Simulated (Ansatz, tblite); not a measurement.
Forces on Zn3⁻ at its PBE0/def2-TZVPD geometry. Charge -1, multiplicity 2.

The xTB rows come from tblite. At PBE/def2-TZVPD the highest occupied level of the charge -1 doublet lies above zero (up to 1.15 eV). By energy differences its removal costs 0.69 eV (vertical, to the charge 0 singlet, at PBE/def2-TZVPD); a positive level beside a positive removal energy at the same level points to self-interaction error. The structure comes from a short search, and lower isomers may exist.

GFN1-xTB (tblite), largest force 0.72 eV/Å:

```xyz
3
positions Å, forces eV/Å
Zn   -0.940    0.936   -0.820    0.437   -0.435    0.381
Zn   -0.433   -0.496    1.414    0.201    0.230   -0.657
Zn    1.373   -0.440   -0.594   -0.638    0.205    0.276
```

GFN2-xTB (tblite), largest force 0.26 eV/Å:

```
Zn 0.159 -0.158 0.139
Zn 0.073 0.084 -0.239
Zn -0.232 0.074 0.100
```

PBE/def2-TZVPD (Ansatz), largest force 0.07 eV/Å:

```
Zn 0.045 -0.045 0.039
Zn 0.021 0.024 -0.068
Zn -0.066 0.021 0.028
```
